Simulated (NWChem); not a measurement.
System: SiHOF₃; SMILES O[Si](F)(F)F

```xyz
6

O      0.9244    -1.3423     0.0055
Si    -0.0055    -0.0179     0.0000
F      0.2548     0.9037    -1.2780
F     -1.5249    -0.4860    -0.0099
F      0.2384     0.9030     1.2816
H      1.8815    -1.2565     0.0115
```
Atoms are numbered in this order, from 1.

Computed with NWChem. Pople sets run with spherical d functions. All runs use the structure optimised with PBE0/def2-SVP. GIAO values for the isolated, static molecule; σ is the absolute isotropic shielding, δ = σ(reference) − σ with the isolated reference molecule computed at the same levels (19F: trichlorofluoromethane, 1H: tetramethylsilane, 17O: water, 29Si: tetramethylsilane).

```tsv
level	δ O1 (ppm)	δ Si2 (ppm)	δ F3 (rotor mean) (ppm)	δ H6 (ppm)
BHandHLYP/pcSseg-1	…	…	…	2.62
B3LYP/6-311G**	39.2	-89.8	-169.8	2.02
Hartree-Fock/6-31G*	11.0	-92.3	-104.6	2.64
```

**Question.** Fill in the missing entries.

**Answer.** 
- BHandHLYP/pcSseg-1, δ O1 (ppm): 30.5
- BHandHLYP/pcSseg-1, δ Si2 (ppm): -101.4
- BHandHLYP/pcSseg-1, δ F3 (rotor mean) (ppm): -144.4
